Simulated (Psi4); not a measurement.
Psi4 input (wB97X-D/6-31G*):

```
memory 1500 MB

molecule {
-1 1
C    -2.63274300   -0.29139100   -0.22177700
C    -1.15382300   -0.42222100   -0.58585400
C    -0.32048600    0.82129700   -0.22804800
C     1.14692300    0.68901400   -0.51043000
C     1.96995200   -0.05611000    0.30528600
O     1.66995000   -0.69651100    1.35820200
H    -2.75174800   -0.11854300    0.85211200
H    -3.20515400   -1.18889600   -0.47895200
H    -3.09433100    0.55660100   -0.74030300
H    -0.70970100   -1.27046700   -0.06003600
H    -1.04969500   -0.62414000   -1.65806000
H    -0.47126600    1.00442900    0.84611700
H    -0.74492400    1.68815600   -0.75628500
H     1.56674600    1.15765700   -1.39521900
H     3.04153600   -0.07624100   -0.03005400
symmetry c1
no_reorient
no_com
}

set {
  basis 6-31G*
  reference rks
  scf_type pk
  dft_radial_points 99
  dft_spherical_points 590
  e_convergence 1e-8
  d_convergence 1e-7
  maxiter 150
}

e = energy('wb97x-d')
print_out(f'\nFINAL {e:.10f} DIPOLE {variable("CURRENT DIPOLE")[0]:.6f} {variable("CURRENT DIPOLE")[1]:.6f} {variable("CURRENT DIPOLE")[2]:.6f}\n')
```

From the output:

```
      25A      0.319262    26A      0.357905    27A      0.366576
      28A      0.373852    29A      0.388554    30A      0.402531
      31A      0.412633    32A      0.429163    33A      0.452264
      34A      0.465262    35A      0.476997    36A      0.516059
      37A      0.540670    38A      0.619050    39A      0.690523
      40A      0.760869    41A      0.782656    42A      0.801430
      43A      0.826625    44A      0.847484    45A      0.877539
      46A      0.886551    47A      0.929252    48A      0.958213
      49A      0.981416    50A      0.986137    51A      1.025559
      52A      1.056458    53A      1.101983    54A      1.106613
      55A      1.130029    56A      1.136520    57A      1.148981
      58A      1.170213    59A      1.183613    60A      1.192180
      61A      1.198468    62A      1.220900    63A      1.235086
      64A      1.340714    65A      1.361177    66A      1.390003
      67A      1.446475    68A      1.474661    69A      1.564719
      70A      1.656351    71A      1.694750    72A      1.751432
      73A      1.816414    74A      1.851385    75A      1.892870
      76A      1.906227    77A      1.989162    78A      2.118614
      79A      2.145288    80A      2.163722    81A      2.186539
      82A      2.191993    83A      2.206579    84A      2.240549
      85A      2.288381    86A      2.316348    87A      2.383794
      88A      2.469841    89A      2.472171    90A      2.548949
      91A      2.574721    92A      2.594460    93A      2.654746
      94A      2.677268    95A      2.784093    96A      2.807608
      97A      2.906493    98A      2.946626    99A      3.031475
     100A      3.110429   101A      3.225756   102A      3.400063
     103A      4.231518   104A      4.399305   105A      4.518363
     106A      4.583007   107A      4.733474   108A      4.811793

    Final Occupation by Irrep:
              A
    DOCC [    24 ]
    NA   [    24 ]
    NB   [    24 ]

  @RKS Final Energy:  -271.06935082850754

   => Energetics <=

    Nuclear Repulsion Energy =            224.6398812362770059
    One-Electron Energy =                -821.1706659589958690
    Two-Electron Energy =                 352.3390331627638830
    DFT Exchange-Correlation Energy =     -26.8705387232564092
    Empirical Dispersion Energy =          -0.0070605452960912
    VV10 Nonlocal Energy =                  0.0000000000000000
    Total Energy =                       -271.0693508285074813

Computation Completed

Properties will be evaluated at   0.000000,   0.000000,   0.000000 [a0]

Properties computed using the SCF density matrix

 Multipole Moments:

 ------------------------------------------------------------------------------------
     Multipole            Electronic (a.u.)      Nuclear  (a.u.)        Total (a.u.)
 ------------------------------------------------------------------------------------

 L = 1.  Multiply by 2.5417464519 to convert [e a0] to [Debye]
 Dipole X            :         -2.0858771            0.0000019           -2.0858752
 Dipole Y            :          0.2684373            0.0000038            0.2684411
 Dipole Z            :         -1.0061283           -0.0000038           -1.0061320
 Magnitude           :                                                    2.3313596

 ------------------------------------------------------------------------------------

FINAL -271.0693508285 DIPOLE -2.085875 0.268441 -1.006132

*** Psi4 exiting successfully. Buy a developer a beer!
```

The dipole moment of an ion depends on the origin.

The geometry given is a B3LYP-D3(BJ)/def2-TZVP minimum.
